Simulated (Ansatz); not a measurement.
Molecule: SiS, charge 1, multiplicity 2. 
Coordinates optimised at B3LYP-D3(BJ)/def2-TZVP (Ansatz, an electronic-structure program):
```xyz
2

Si     0.0000     0.0000    -1.1108
S      0.0000     0.0000     0.9719
```
Charge +1, spin multiplicity 2.

Basis-set convergence of Hartree-Fock and CCSD correlation energies (hartree) with Ansatz. Cores are frozen in the correlated levels unless marked. UHF or UKS for open shells. No spin-orbit coupling. No relativistic terms.

| basis | functions | E(HF) | E(corr, CCSD) |
|---|---|---|---|
| aug-cc-pV(D+d)Z | 64 | -686.15834 | -0.20344 |
| aug-cc-pV(T+d)Z | 110 | -686.17894 | -0.24289 |
| aug-cc-pV(Q+d)Z | 178 | -686.18392 | -0.25567 |

Extrapolating the two largest sets (X = 3 and 4) as X^-3: E(corr) = (64·(-0.25567) - 27·(-0.24289))/37 = -0.2650 Eh, an estimate of the basis-set limit. The largest set recovers 96.5 % of it, the smallest 76.8 %.
